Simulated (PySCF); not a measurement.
# How methods differ on the excitation energy of Ag²⁺

Ag²⁺ [Kr] 4d9 (2D) → Ag²⁺ [Kr] 4d8 5p1 (high-spin determinant), as a difference of total energies. Calculation: PySCF 2.14, in def2-QZVPPD with the def2 core potential (28 electrons) (7s5p4d4f2g, 88 functions); scalar relativity through the core potential. Correlated levels: valence: 4s2 4p6 frozen; valence and next inner shell: nothing frozen outside the core potential. The calculations carry no spin-orbit coupling.

| method | excitation energy (eV) |
| --- | --- |
| UHF | 14.096 |
| LDA | 14.874 |
| PBE | 14.602 |
| PBE0 | 14.732 |
| r2SCAN | 14.434 |
| BHandHLYP | 14.730 |
| wB97X-V | 15.102 |
| TPSSh | 14.509 |
| PW91 | 14.608 |
| MP2 (valence) | 15.333 |
| SCS-MP2 (valence) | 15.390 |
| MP2 (valence and next inner shell) | 15.168 |
| SCS-MP2 (valence and next inner shell) | 15.130 |

Q: How much does correlation contribute at MP2 (valence and next inner shell)?

A: 15.168 − (14.096) = 1.072 eV, measured against UHF.

The determinant of the upper state mixes LS terms, which raises its energy above the lowest term, most at the Hartree-Fock and MP2 levels.
